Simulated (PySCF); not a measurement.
# C7H8O2P2: full NMR table

```
Formula                               : C7H8O2P2
SMILES                                : COC(=O)c1ccpc(C)p1
Point group of the computed structure : C1
Carbon signals                        : 7
Proton signals                        : 4
```

Atoms are numbered as in `[CH3:1][O:2][C:3](=[O:4])[c:5]1[cH:6][cH:7][p:8][c:9]([CH3:10])[p:11]1`. Hydrogens are named by the atom that carries them.

[PySCF 2.14.0 with density-fitted response routines: structure optimised with GFN2-xTB; shielding tensors at PBE0/pcSseg-1 (GIAO); no solvent model; a single conformation; no relativistic terms; one averaged value for each set of equivalent atoms]

Chemical shifts δ = σref − σ; 1H (σref 31.72), 13C (σref 186.93) vs TMS; H3PO4 for 31P (σref 318.38); H2O for 17O (σref 336.08), all at this level.

| carbon | δC, type | δH (multiplicity) | HMBC from (2–3 bonds) | span of the C tensor (ppm) |
| --- | --- | --- | --- | --- |
| C1 | 52.5, CH3 | 4.21 (s) | – | 77 |
| C3 | 174.0, C | – | H(C6), H(C1) | 150 |
| C5 | 163.5, C | – | H(C7), H(C6) | 273 |
| C6 | 138.3, CH | 9.12 (m) | H(C7) | 250 |
| C7 | 163.6, CH | 9.49 (m) | H(C6) | 307 |
| C9 | 222.0, C | – | H(C7), H(C10) | 453 |
| C10 | 31.6, CH3 | 3.44 (m) | – | 41 |

Other nuclei:
```
atoms  nucleus                                     environment  δ (ppm)  σ (ppm)
   P8      31P  phosphorus bonded to 2 C, in a 6-membered ring    288.0     30.3
  P11      31P  phosphorus bonded to 2 C, in a 6-membered ring    279.3     39.1
   O4      17O                           ester carbonyl oxygen    407.8    -71.7
   O2      17O                             ester alkoxy oxygen    183.4    152.7
```

δC 222.0, 163.5: substituted aromatic carbon. δC 174.0: ester carbonyl carbon; it is a carbonyl in resonance with an O or N lone pair, the region of acids, esters and amides. δC 163.6, 138.3: aromatic CH. δC 52.5: methyl carbon bonded to O; the inductive effect lowers its shielding. δH 9.49, 9.12: hydrogen on an aromatic CH.

Splittings by 31P in the carbon and heteronuclear signals aren't shown, as no couplings were computed. Shifts are as computed. Against solution values, carbons near 30 ppm lie about +3 ppm off and those near 130 ppm about +5 ppm. Of 1211 compounds with measured shifts, 218 miss one by over three times the rms of a fit or turn the order of signals round; such compounds aren't used in these exercises. Unscaled 17O shifts of doubly bonded oxygen tend to come out too high, by tens of ppm or more. Experimental scales use liquid or dissolved standards, which lie at an offset from isolated H2O (liquid H2O: subtract about 36 ppm) and H3PO4. Multiplicities follow the n + 1 count of equivalent neighbours, as no J values were calculated; m marks all less simple cases, F and P coupling included.
